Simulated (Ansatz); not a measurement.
```yaml
crystal:
  periodic: [false, false, false]
  atoms:
    - {symbol: B, position_ang: [-0.775561, 1.590062, -0.371240]}
    - {symbol: C, position_ang: [0.060637, 0.371151, -0.111336]}
    - {symbol: C, position_ang: [0.101134, -0.899572, 0.243118]}
    - {symbol: S, position_ang: [-0.610356, -2.347755, 0.723266]}
    - {symbol: C, position_ang: [1.418823, -0.305019, -0.056492]}
    - {symbol: H, position_ang: [-1.963173, 1.517589, -0.232561]}
    - {symbol: H, position_ang: [-0.277770, 2.622084, -0.711422]}
    - {symbol: H, position_ang: [-1.887327, -1.917674, 0.730295]}
    - {symbol: H, position_ang: [1.920639, -0.587992, -0.981527]}
    - {symbol: H, position_ang: [2.096054, -0.093975, 0.770800]}
basis:
  gaussian: {orbitals: def2-TZVP}
magnetization: {spin_polarized: true, initial_magnetization: 1}
hamiltonian: {xc: {name: revPBE0}, dispersion: d4}
output: {forces: true}
```

```sh
$ ansatz run in.yaml --threads 2 --pin off --events-out ev --progress --plain --max-ram 4352MiB
```

(1) How does Ansatz answer? (Best estimate.)

## Answers

(1) The calculation gave: The input was rejected before any iteration.
```
Error: a molecule whose nuclei and cores have a total charge of 44 cannot have a net charge of 0 together with 1 unpaired electrons
```
